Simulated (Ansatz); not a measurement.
Li₅H₅. The state is a quintet with charge 0. Geometry r2SCAN-D4/def2-TZVP; atoms count from 1.

```xyz
10

Li    0.363   -0.573    1.570
Li   -1.445   -0.249   -0.531
Li    0.884    1.802   -1.368
Li    1.223   -1.296   -1.406
Li   -0.781    1.935    1.063
H     1.090    1.197    0.786
H     0.717    0.695    0.206
H    -1.224    0.207    1.225
H    -0.593   -1.856   -1.169
H    -0.233   -1.862   -0.377
```

In the quintet, H6 and H7 lie 0.85 Å apart, H9 and H10 lie 0.87 Å apart (atoms count from 1), so H2 has formed as a molecule. At PBE0-D4/def2-TZVP a singlet of charge 0 lies 5.54 eV below the quintet, each at its own geometry. The structure comes from a short search, and lower isomers may exist.

(1) Estimate the Mulliken populations from the PBE0/def2-TZVP orbitals of Ansatz.

(2) Where does the spin sit?

(3) And the Mayer bond orders between heavy atoms (over 0.3)?

Results:

(1) 
| atom | charge (e) | spin (α − β) |
| --- | --- | --- |
| Li1 | 0.33 | 0.54 |
| Li2 | 0.42 | 0.30 |
| Li3 | 0.19 | 0.83 |
| Li4 | 0.02 | 0.93 |
| Li5 | 0.07 | 0.70 |
| H6 | -0.02 | 0.26 |
| H7 | -0.26 | 0.08 |
| H8 | -0.52 | -0.02 |
| H9 | -0.09 | 0.21 |
| H10 | -0.13 | 0.17 |
Mulliken values depend strongly on the basis.

(2) Summed by element: Li 3.30, H 0.70, of 4 unpaired in all. Largest on single atoms: Li4 0.93, Li3 0.83, Li5 0.70.

(3) Li3–Li4 0.38 (3.12 Å); Li3–Li5 0.45 (2.95 Å).
